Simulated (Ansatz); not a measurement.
Cost and result for the atomization energy of `[SiH3][Sb]([SiH3])[Cl]` (10 atoms, 9 bonds).

```xyz
10

Si    1.596    0.823    0.414
Sb    0.614   -0.823   -1.312
Si   -1.522   -1.032    0.119
Cl   -0.302    0.926   -2.640
H     2.762    1.517   -0.188
H     0.574    1.816    0.830
H     2.049    0.038    1.595
H    -1.968    0.303    0.592
H    -2.590   -1.666   -0.695
H    -1.213   -1.904    1.285
```

Charge 0, multiplicity 1. Correlated methods include outer-core shells of Sb, which these sets cover unevenly. Sb: def2 effective core potential. The geometry is a stationary point of PBE0-D4/def2-TZVP. Program: Ansatz. All runs use 4 threads of a server CPU on a shared host. Times are those of one run each, without the atoms' runs, and a repeat can differ threefold. Electronic energies, without spin–orbit coupling; frozen cores. CCSD(T)/CBS adds CCSD(T) − MP2 in def2-TZVPP to the MP2 limit, and its time is that of the two runs behind it. T1 = 0.013. With those shells the extrapolation isn't a true limit. B3LYP takes the VWN-RPA correlation (the form of Gaussian; ORCA's B3LYP/G).

CCSD(T)/CBS is a level of theory with its own doubt, some kJ/mol a heavy atom from the limit and from the frozen cores, so smaller differences don't rank the functionals.

```csv
level,functions,wall time,atomization (kJ/mol),difference from CCSD(T)/CBS,per bond
LDA (SPW92)/def2-TZVPP,260,0.9 s,3006.9,301.3,33.5
revPBE-D4/def2-TZVPP,260,1.2 s,2635.0,-70.6,-7.8
PBE-D4/def2-TZVPP (with forces),260,1.6 s,2677.4,-28.2,-3.1
PBE0-D4/def2-TZVPP,260,2.2 s,2659.3,-46.3,-5.1
BHLYP-D4/def2-TZVPP,260,2.4 s,2663.1,-42.5,-4.7
r2SCAN-D4/def2-TZVPP (with forces),260,2.8 s,2686.5,-19.1,-2.1
CCSD(T)/def2-SVP,110,3.2 s,2438.6,-267.0,-29.7
B3LYP-D4/def2-TZVPP (with forces),260,3.5 s,2698.3,-7.3,-0.8
B97M-V/def2-TZVPP,260,5.5 s,2724.5,18.9,2.1
ωB97X-V/def2-TZVPP,260,5.5 s,2731.5,25.9,2.9
MP2/def2-QZVPP,472,13 s,2635.0,-70.6,-7.8
CCSD(T)/def2-TZVPP,260,51 s,2604.1,-101.5,-11.3
CCSD(T)/CBS(def2),–,64 s,2705.6,0.0,0.0
```

Leaving LDA and LC-ωPBE aside and taking each functional with its dispersion term where it has one, the values spread over 96.5 kJ/mol, from revPBE-D4 to ωB97X-V. LDA lies +361.1 kJ/mol from PBE without D4, its usual overbinding. From BLYP to BHLYP (50 % exact exchange), in def2-TZVPP and without D4, the atomization energy moves by +4.6 kJ/mol. At CCSD(T), def2-SVP lies −267.0 kJ/mol from the extrapolated value and def2-TZVPP −101.5 kJ/mol: correlation converges slowly with the basis, and small sets miss more of it in the bonded molecule than in its fragments.
